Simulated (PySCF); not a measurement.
CH₆Zr, SMILES [ZrH3][CH3], multiplicity 1. Heavy atoms are numbered as in [ZrH3:1][CH3:2]. Hydrogens are named by the atom that carries them.

The structure is a stationary point at B3LYP-D3(BJ)/def2-TZVP. The spin state was assumed, not searched. The structure was generated by enumeration; whether it is a known compound was not checked. The def2 effective core potentials stand for the cores of Zr; spin–orbit coupling is left out.

Method: HF/def2-TZVPD (PySCF).

Mulliken values depend strongly on the basis, most of all with diffuse functions as here. ESP charges are fitted to the potential on shells at 1.4 to 2.0 van der Waals radii. Atomic charges (e), one atom of each kind:

| atom | ESP fit | Mulliken |
|---|---|---|
| Zr1 (ZrH3) | [?] | 0.84 |
| C2 (CH3) | [?] | -1.07 |
| H on C2 | [?] | 0.24 |
| H on Zr1 | [?] | -0.17 |

Problem. Complete the blanks. (Estimate from the structure and the level; the computed values follow.)

Solution. 
- Zr1 (ZrH3), ESP fit: 1.45
- C2 (CH3), ESP fit: -0.80
- H on C2, ESP fit: 0.17
- H on Zr1, ESP fit: -0.38
